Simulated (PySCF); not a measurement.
An unknown is described by computed data only.

Elements present: C, H and Se. Monoisotopic mass: 108.9562 u (electron mass counted); charge -1.

* NMR, other nuclei: isotropic shieldings of nuclei other than C and H, by class: 1773 (1 Se) ppm [GIAO CAM-B3LYP/pcSseg-2]
* XPS: C1s 285.3, C1s 285.8 eV [ΔSCF SCAN, pcX-2 on the ionised atom, pcseg-1 elsewhere, spin-free X2C]
* Couplings: largest of the computed one-bond spin–spin couplings (means over like bonds): 13C–1H +135.4 (×2), 13C–1H +128.7 (×3), 13C–13C +38.1 Hz [B3LYP/pcJ-1 (pcSseg-1 on Se)]
* 1H NMR: chemical shifts (computed TMS as zero) by class: 2.25 (2 H), 1.12 (3 H) ppm [GIAO CAM-B3LYP/pcSseg-2]
* Rotational structure: rotational constants A, B, C: 30.490, 3.668, 3.413 GHz [PBE0-D3(BJ)/def2-SVP]
* 13C NMR: chemical shifts (computed TMS as zero) by class: 29.7 (1 C), 25.0 (1 C) ppm [GIAO CAM-B3LYP/pcSseg-2]

Electronic properties: PySCF, gas phase, density fitting. Levels stand in brackets. Geometry: PBE0-D3(BJ)/def2-SVP; no solvent, vibrations or thermal averaging. The geometry's basis has no diffuse functions, a weakness for an anion. Relativistic effects, spin–orbit coupling among them, are left out (core-ionisation runs apart) although an element past zinc is present. The HOMO energy is positive, so at this level the finite basis confines the outermost electrons. No diffuse functions stand in pcJ-1 (pcSseg-1 on Se) and pcSseg-2, which bears on an anion's orbital energies. NMR classes are plain means over equivalent atoms (diastereotopic ones count apart unless rotation or inversion swaps them), as if these changed places fast.

Q: Which formula fits the mass and the elements?

A: C2H5Se (calculated 108.9562). No other formula that holds each of these elements comes within 0.0003 u with a fitting electron parity and a possible valence count.

Q: What is the compound? Reason from the data.

A: Numbering: `[CH3:1][CH2:2][Se-:3]`. 2 carbons fall into 2 classes; from least to most shielded: methyl carbon [C1] (29.7 ppm), sp3 carbon bound to selenium [C2] (25.0 ppm). Hydrogen classes from least to most shielded: 2 H on an sp3 carbon bound to selenium, C2 (2.25 ppm), 3 H on a methyl carbon, C1 (1.12 ppm). The other shieldings belong to: 1773 ppm, selenium bonded to C [Se3]. The couplings run between: +135.4 Hz, sp3 carbon bound to selenium [C2] and its hydrogen (with 1 like pair); +128.7 Hz, methyl carbon [C1] and its hydrogen (with 2 like pairs); +38.1 Hz, methyl carbon [C1] and sp3 carbon bound to selenium [C2]. The core levels belong to: C1s 285.3 eV, sp3 carbon bound to selenium [C2]; C1s 285.8 eV, methyl carbon [C1]. No core level of Se was computed. The optimised geometry has point group Cs and is an asymmetric top. Structure: `[Se-]CC`. The assignments are read from this structure; whether some other isomer fits the data as well wasn't checked. NMR values of atoms bound to Se lack the spin–orbit term that these neighbours bring.
